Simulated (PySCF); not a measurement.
Species: C₂H₁₂SSi₄.
Atom-mapped SMILES: `[CH3:1][S:2][Si@@H:3]1[SiH2:4][SiH2:5][Si@@H:6]1[CH3:7]`

Cartesian coordinates in Å at the GFN2-xTB level; atoms count from 1:
```xyz
19
C2H12SSi4 angstrom
C      3.2119   -0.2164    0.9631
S      1.6384   -1.1121    0.8903
Si     0.7681   -0.1604   -0.8691
Si     0.2472    2.0913   -0.3497
Si    -2.0300    1.4976   -0.1849
Si    -1.5295   -0.7171   -0.8654
C     -2.0502   -2.1067    0.3247
H      3.7884   -0.4155    0.0640
H      3.7467   -0.5817    1.8339
H      3.0204    0.8488    1.0615
H      1.7583   -0.5053   -1.9025
H      0.8925    2.6866    0.8300
H      0.5920    3.0394   -1.4180
H     -2.6392    1.6693    1.1411
H     -2.9376    2.2604   -1.0525
H     -2.0381   -1.0905   -2.1990
H     -1.5838   -1.9615    1.2949
H     -1.7385   -3.0809   -0.0415
H     -3.1267   -2.1362    0.4717
```

NICS = −σ at a ghost point: NICS(0) at the centroid of the ring atoms, NICS(1) 1 Å to either side along the normal of their mean plane, zz for the tensor component along that normal. Level: GIAO PBE0/pcSseg-1 (PySCF, non-relativistic, gas phase) on the GFN2-xTB geometry, one conformer.

Ring bond lengths (Å), with Mayer bond orders in brackets: Si3–Si4 2.369 (0.83), Si4–Si5 2.359 (0.87), Si5–Si6 2.370 (0.86), Si6–Si3 2.364 (0.83).

**Question.** What do the NICS probes read (ppm)?

**Answer.** 
```tsv
ring	type	NICS(0)	NICS(1), two faces	NICS(1)zz, two faces	rms pucker (Å)	centre to ring atoms, mean (Å)
Si3–Si4–Si5–Si6	4-membered ring with 4 Si; formal bonds all single	2.1	-0.9 / -0.3	5.6 / 7.9	0.04	1.67
```

**Question.** What do they say, and how far can they be read as aromaticity?

**Answer.** 
- Si3–Si4–Si5–Si6: mean NICS(1)zz 6.8 ppm, deshielded. Si3, Si4, Si5, Si6 have four or more neighbours; no verdict on aromaticity is drawn.

**Question.** At the first NICS(1) probe listed for ring Si3–Si4–Si5–Si6, 1 Å off the ring, what do the in-plane components average?

**Answer.** The isotropic value is a third of the trace: (3 × -0.9 − (5.6))/2 = -4.2 ppm.

The run took 61 s wall (with the writing of density and orbital grids) on Arm Neoverse V2, one thread, shared host with 96 logical CPUs at a one-minute load of 73, and the process peaked at 1.1 GiB of memory. This is the whole shielding run at PBE0/pcSseg-1, SCF included.
